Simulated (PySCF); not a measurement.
Polarisability and C₆ of Os⁺ (osmium, charge +1)

[Xe] 4f14 5d7, high-spin 4F determinant (an excited configuration). Computed with PySCF 2.14 in aug-cc-pVTZ-PP with ECP60MDF (6s6p5d3f2g, 88 functions), with a scalar-relativistic core potential. Coupled (time-dependent) response in atomic units; α is the mean over directions.

| method | mean α (bohr³) | C₆ (like pair) | S(−4) |
| --- | --- | --- | --- |
| UHF | 18.14 | 133.5 | 133.0 |
| PBE | 21.26 | 160.3 | 204.1 |
| PBE0 | 20.11 | 150.6 | 173.1 |

S(−4) is the Cauchy moment in α(ω) = α(0) + S(−4) ω² + …

Spin-orbit coupling is absent.

α(iu) at PBE0:

| u (hartree) | α(iu) (bohr³) |
| --- | --- |
| 0 | 20.11 |
| 0.0500 | 19.69 |
| 0.100 | 18.60 |
| 0.200 | 15.73 |
| 0.300 | 13.16 |
| 0.500 | 9.596 |
| 0.750 | 6.917 |
| 1.00 | 5.243 |
| 1.50 | 3.323 |
| 2.00 | 2.289 |
| 3.00 | 1.264 |
| 5.00 | 0.5399 |

A single London oscillator, α(iu) = α/(1 + u²/ω²), gives C₆ = (3/4) ω α². Matching the computed C₆ needs ω = 4 × 150.6 / (3 × 20.11²) = 0.497 hartree.

For an ion, C₆ is the dispersion term alone; charge-induced terms of lower order in 1/R come first.

Energies and moments cover only the electrons outside the core potential. Spin-orbit coupling, absent here, splits the open shell strongly.
